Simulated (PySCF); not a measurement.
PySCF input file for Mg(Cl)(Et) (C2H5ClMg), SMILES C[CH2][Mg][Cl], IEF-PCM-ωB97X/def2-SVP. Geometry: TPSSh-D3(BJ)/def2-SVP. The values are those of a single conformer.

```python
import numpy as np
from pyscf import gto, scf, dft
from pyscf.solvent import pcm

mol = gto.M(
    atom='''
    Mg    0.24105510   -0.16447054   -0.00000000
    Cl   -0.15672029   -2.35104281    0.00000000
    C     0.62355399    1.90873959   -0.00000000
    C    -0.60993815    2.82993373    0.00000000
    H     1.25825970    2.13679571   -0.87819159
    H     1.25825970    2.13679572    0.87819159
    H    -1.24746736    2.66798652    0.88609785
    H    -1.24746736    2.66798652   -0.88609785
    H    -0.33169597    3.89976987    0.00000000
    ''',
    basis='def2-SVP',
    charge=0,
    spin=0,
    max_memory=1600,
    verbose=3,
)
mf = dft.RKS(mol, xc='wb97x').density_fit(auxbasis='def2-universal-jkfit')
mf.grids.level = 3
mf.conv_tol = 1e-9
mf.max_cycle = 100
mf.kernel()
res = {}
for name, eps in {'water': 78.355, 'N,N-dimethylformamide': 37.219, 'ethylethanoate': 5.9867}.items():
    s = mf.PCM()
    s.with_solvent.method, s.with_solvent.eps, s.with_solvent.lebedev_order = 'IEF-PCM', eps, 29
    s.kernel(mf.make_rdm1())
    res[name] = (s.e_tot, eps, s.dip_moment(), s.mo_energy, s.converged)
    print(f'{name}: electrostatic solvation free energy {(s.e_tot - mf.e_tot) * 627.509474:.3f} kcal/mol')
```

It prints:

```
converged SCF energy = -739.267342243432

WARN: PCM is an experimental feature. It is still in testing.
Features and APIs may be changed in the future.

converged SCF energy = -739.286437343711
Dipole moment(X, Y, Z, Debye):  0.50955,  2.14147, -0.00000
water: electrostatic solvation free energy -11.982 kcal/mol

WARN: PCM is an experimental feature. It is still in testing.
Features and APIs may be changed in the future.

converged SCF energy = -739.285987419577
Dipole moment(X, Y, Z, Debye):  0.51152,  2.14592, -0.00000
N,N-dimethylformamide: electrostatic solvation free energy -11.700 kcal/mol

WARN: PCM is an experimental feature. It is still in testing.
Features and APIs may be changed in the future.

converged SCF energy = -739.281951625641
Dipole moment(X, Y, Z, Debye):  0.52166,  2.17567, -0.00000
ethylethanoate: electrostatic solvation free energy -9.168 kcal/mol
```

The calculation finished and met its thresholds.
